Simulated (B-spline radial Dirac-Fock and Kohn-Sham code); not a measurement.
f′ and f″ of Au, 538.7 eV to 6.4039 keV

Method: the dispersion relation over Dirac-Hartree-Slater subshell photoionisation cross sections, with the Kissel-Pratt high-energy constant (isolated atom, no bound-bound lines or fine structure). Computed with a radial B-spline solver. The forward scattering factor is f₀ + f′ + i f″.

Edges near this range: M1 3425.0 eV, M2 3148.0 eV, M3 2743.0 eV, M4 2291.0 eV, M5 2206.0 eV, N1 762.1 eV, N2 642.7 eV, N3 546.3 eV.

```
hν (eV)  λ (Å)   f′ (e)  f″ (e)  tabulated f′  tabulated f″
  538.7  23.02  -44.032  28.331             –         28.12
  770.9  16.08  -32.822  26.421             –         24.76
   1000  12.40  -27.431  21.629        -27.31         20.79
   1197  10.36  -25.562  18.346        -25.59         17.36
   1204  10.30  -25.523  18.242        -25.53         17.26
 1253.6  9.890  -25.287  17.534        -25.34         16.58
 1486.9  8.338  -25.061  14.701        -25.13         13.79
   1616  7.672  -25.499  13.431        -25.76         12.50
   2000  6.199  -30.158  10.542        -30.66          9.70
   2400  5.166  -32.872  33.709        -32.82         33.47
   2579  4.807  -24.287  30.663        -25.74         30.18
   2752  4.505  -24.471  31.630        -23.50         31.15
 2984.4  4.154  -16.078  28.827        -16.43         28.60
   3267  3.795  -12.791  26.936        -13.03         26.46
   3681  3.368   -8.763  23.862         -8.84         23.16
   4000  3.100   -6.904  21.247         -7.01         20.58
   4194  2.956   -6.145  19.867         -6.25         19.25
   4378  2.832   -5.592  18.683         -5.72         18.11
 4510.9  2.749   -5.269  17.895         -5.39         17.33
 5414.7  2.290        ?       ?             ?             ?
   6000  2.066   -3.908  11.741         -3.97         11.22
 6403.9  1.936   -3.892  10.638         -3.95         10.16
```

Question: What are f′ and f″ at Cr Kα (5414.7 eV)?

Answer: f′ = -4.118 and f″ = 13.691 electrons (tables: -4.22 and 13.12). By the optical theorem f″ corresponds to a photoabsorption cross section 2 rₑ λ f″ = 177000 b.

Tabulated f′: xraylib 4.2 anomalous scattering factors (Cullen et al., EPDL97); f″: Chantler's tables (J. Phys. Chem. Ref. Data 1995 and 2000). Both are theoretical tables.
